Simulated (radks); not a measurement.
Problem. All-electron atom: K2+ in [Ne] 3s2 3p5. Method: non-relativistic Kohn-Sham, BLYP, spin-polarised, spherical densities, point nucleus; open shells are filled with parallel spins first; computed with a radial shooting solver on a logarithmic mesh with Libxc functionals. Some entries of the table are withheld. Estimate them.

orbital  occ.  eigenvalue (eV)  r(max) (bohr)
1s up       1        -3530.680        0.05352
1s down     1        -3530.419        0.05351
2s up       1        -373.8050         0.3202
2s down     1        -373.5864         0.3202
2p up       3              (1)         0.2630
2p down     3              (2)         0.2632
3s up       1              (3)          1.068
3s down     1              (4)          1.068
3p up       3         -39.6208          1.127
3p down     2         -38.4164          1.130

Solution. 
(1) 2p up eigenvalue (eV): -303.5774
(2) 2p down eigenvalue (eV): -303.2583
(3) 3s up eigenvalue (eV): -56.3589
(4) 3s down eigenvalue (eV): -55.0715
